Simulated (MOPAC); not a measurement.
Input for MOPAC: PM7 on C4H8 (a complex), monomers drawn apart or pushed together.

```
PM7 1SCF PRECISE CHARGE=0 THREADS=1
C4H8

H     -0.39781017 1    -0.77197386 1    -0.13853253 1
H     -0.31462272 1    -0.32971041 1     0.45481437 1
C      0.87878336 1     1.46672562 1     2.34737561 1
C     -0.03068175 1     0.75718609 1     3.01771718 1
C      0.09809234 1    -0.65655049 1     3.32052235 1
C     -0.81519327 1    -1.36686961 1     3.98427974 1
H      1.79272721 1     1.01134228 1     1.98379031 1
H      0.73980092 1     2.51935864 1     2.14162855 1
H     -0.93686055 1     1.24425391 1     3.36740354 1
H      1.00392230 1    -1.14396960 1     2.97065271 1
H     -0.67888331 1    -2.42055321 1     4.18647216 1
H     -1.72994020 1    -0.91126076 1     4.34560672 1
```

The log:

```
*******************************************************************************
 **                                                                           **
 **                              MOPAC v23.2.5                                **
 **                                                                           **
 *******************************************************************************
 ** MOPAC's Digital Object Identifier: https://doi.org/10.5281/zenodo.6511958 **
 **                                                                           **
 ** Please cite the open-source release paper for use of this MOPAC version:  **
 ** J. E. Moussa and J. J. P. Stewart (2026)                                  **
 ** MOPAC: An open-source semiempirical molecular orbital program             **
 ** J. Open Source Softw., 11(119), 8025, https://doi.org/10.21105/joss.08025 **
 *******************************************************************************

                              PM7 CALCULATION RESULTS

 *******************************************************************************
 *  PM7        - The PM7 Hamiltonian to be used
 *
 *
 *
 *                 CHARGE ON SYSTEM = 0
 *
 *
 *
 *  PRECISE    - TIGHTER CRITERIA TO BE USED
 *  1SCF       - DO 1 SCF AND THEN STOP
 *  THREADS=1  - MULTI-THREADING NOT USED
 *  T=         - A TIME OF 172800.0 SECONDS REQUESTED
 *  DUMP=N     - RESTART FILE WRITTEN EVERY 7200.0 SECONDS REQUESTED
 *******************************************************************************
PM7 1SCF PRECISE CHARGE=0 THREADS=1
 C4H8

   ATOM   CHEMICAL          X               Y               Z
  NUMBER   SYMBOL      (ANGSTROMS)     (ANGSTROMS)     (ANGSTROMS)

     1       H         -0.39781017  *  -0.77197386  *  -0.13853253  *
     2       H         -0.31462272  *  -0.32971041  *   0.45481437  *
     3       C          0.87878336  *   1.46672562  *   2.34737561  *
     4       C         -0.03068175  *   0.75718609  *   3.01771718  *
     5       C          0.09809234  *  -0.65655049  *   3.32052235  *
     6       C         -0.81519327  *  -1.36686961  *   3.98427974  *
     7       H          1.79272721  *   1.01134228  *   1.98379031  *
     8       H          0.73980092  *   2.51935864  *   2.14162855  *
     9       H         -0.93686055  *   1.24425391  *   3.36740354  *
    10       H          1.00392230  *  -1.14396960  *   2.97065271  *
    11       H         -0.67888331  *  -2.42055321  *   4.18647216  *
    12       H         -1.72994020  *  -0.91126076  *   4.34560672  *



          CARTESIAN COORDINATES

    NO.       ATOM           X           Y           Z

     1         H         -0.3978     -0.7720     -0.1385
     2         H         -0.3146     -0.3297      0.4548
     3         C          0.8788      1.4667      2.3474
     4         C         -0.0307      0.7572      3.0177
     5         C          0.0981     -0.6566      3.3205
     6         C         -0.8152     -1.3669      3.9843
     7         H          1.7927      1.0113      1.9838
     8         H          0.7398      2.5194      2.1416
     9         H         -0.9369      1.2443      3.3674
    10         H          1.0039     -1.1440      2.9707
    11         H         -0.6789     -2.4206      4.1865
    12         H         -1.7299     -0.9113      4.3456

 General Reference for PM7:
 "Optimization of Parameters for Semiempirical Methods VI: More Modifications to the
 NDDO Approximations and Re-optimization of Parameters", J. J. P. Stewart, J. Mol. Mod., 1:32, 19 (2013)
 https://link.springer.com/article/10.1007/s00894-012-1667-x

           Empirical Formula: C4 H8  =    12 atoms



      MOLECULAR POINT GROUP   :   C1


      RHF CALCULATION, NO. OF DOUBLY OCCUPIED LEVELS = 12


 -------------------------------------------------------------------------------
 PM7 1SCF PRECISE CHARGE=0 THREADS=1
 C4H8



     1SCF WAS SPECIFIED, SO BFGS WAS NOT USED
     SCF FIELD WAS ACHIEVED


                              PM7 CALCULATION
                                                       MOPAC v23.2.5 Linux




          FINAL HEAT OF FORMATION =         -4.25516 KCAL/MOL =     -17.80357 KJ/MOL


          COSMO AREA              =        123.37 SQUARE ANGSTROMS
          COSMO VOLUME            =        106.39 CUBIC ANGSTROMS

          IONIZATION POTENTIAL    =          9.622244 EV
          HOMO LUMO ENERGIES (EV) =         -9.622  0.066
          NO. OF FILLED LEVELS    =         12
          MOLECULAR WEIGHT        =         56.1072         POINT GROUP:  C1

          MOLECULAR DIMENSIONS (Angstroms)

            Atom       Atom       Distance
            H    11    H     8     5.53144
            H     1    H    12     4.17028
            H     1    H     7     2.38252


          SCF CALCULATIONS        =          1





   ATOM   CHEMICAL          X               Y               Z
  NUMBER   SYMBOL      (ANGSTROMS)     (ANGSTROMS)     (ANGSTROMS)

     1       H         -0.39781017  *  -0.77197386  *  -0.13853253  *
     2       H         -0.31462272  *  -0.32971041  *   0.45481437  *
     3       C          0.87878336  *   1.46672562  *   2.34737561  *
     4       C         -0.03068175  *   0.75718609  *   3.01771718  *
     5       C          0.09809234  *  -0.65655049  *   3.32052235  *
     6       C         -0.81519327  *  -1.36686961  *   3.98427974  *
     7       H          1.79272721  *   1.01134228  *   1.98379031  *
     8       H          0.73980092  *   2.51935864  *   2.14162855  *
     9       H         -0.93686055  *   1.24425391  *   3.36740354  *
    10       H          1.00392230  *  -1.14396960  *   2.97065271  *
    11       H         -0.67888331  *  -2.42055321  *   4.18647216  *
    12       H         -1.72994020  *  -0.91126076  *   4.34560672  *

                             CARTESIAN COORDINATES

   1    H       -0.397810170    -0.771973860    -0.138532530
   2    H       -0.314622720    -0.329710410     0.454814370
   3    C        0.878783360     1.466725620     2.347375610
   4    C       -0.030681750     0.757186090     3.017717180
   5    C        0.098092340    -0.656550490     3.320522350
   6    C       -0.815193270    -1.366869610     3.984279740
   7    H        1.792727210     1.011342280     1.983790310
   8    H        0.739800920     2.519358640     2.141628550
   9    H       -0.936860550     1.244253910     3.367403540
  10    H        1.003922300    -1.143969600     2.970652710
  11    H       -0.678883310    -2.420553210     4.186472160
  12    H       -1.729940200    -0.911260760     4.345606720


           Empirical Formula: C4 H8  =    12 atoms



      MOLECULAR POINT GROUP   :   C1


                  EIGENVALUES
 -28.54375 -25.87471 -20.79238 -19.36801 -15.96731 -15.92485 -15.00286 -13.42793
 -13.18019 -12.12594 -11.86062  -9.62224   0.06573   1.88583   4.44705   5.12815
   5.70336   5.83406   5.99453   6.27073   6.30261   6.43316   6.47933   7.33955


              NET ATOMIC CHARGES AND DIPOLE CONTRIBUTIONS

  ATOM NO.   TYPE          CHARGE      No. of ELECS.   s-Pop       p-Pop
    1          H          -0.006642        1.0066     1.00664
    2          H           0.006066        0.9939     0.99393
    3          C          -0.298858        4.2989     1.10116     3.19770
    4          C          -0.138994        4.1390     1.08155     3.05744
    5          C          -0.139236        4.1392     1.08149     3.05774
    6          C          -0.298580        4.2986     1.10109     3.19749
    7          H           0.146589        0.8534     0.85341
    8          H           0.146690        0.8533     0.85331
    9          H           0.144847        0.8552     0.85515
   10          H           0.144943        0.8551     0.85506
   11          H           0.146681        0.8533     0.85332
   12          H           0.146495        0.8535     0.85351
 DIPOLE           X         Y         Z       TOTAL
 POINT-CHG.     0.001     0.013     0.023     0.026
 HYBRID        -0.001     0.000    -0.001     0.001
 SUM            0.001     0.013     0.022     0.026


          ATOMIC ORBITAL ELECTRON POPULATIONS

     Atom    s        px        py        pz
    1  H   1.00664
    2  H   0.99393
    3  C   1.10116   1.07154   1.10506   1.02110
    4  C   1.08155   1.05929   0.99905   0.99910
    5  C   1.08149   1.05955   0.99902   0.99918
    6  C   1.10109   1.07147   1.10519   1.02083
    7  H   0.85341
    8  H   0.85331
    9  H   0.85515
   10  H   0.85506
   11  H   0.85332
   12  H   0.85351

 **********************
 *                    *
 * JOB ENDED NORMALLY *
 *                    *
 **********************




 == MOPAC DONE ==
```

The run finished.

Cost: around 0.03 core-seconds (rough).
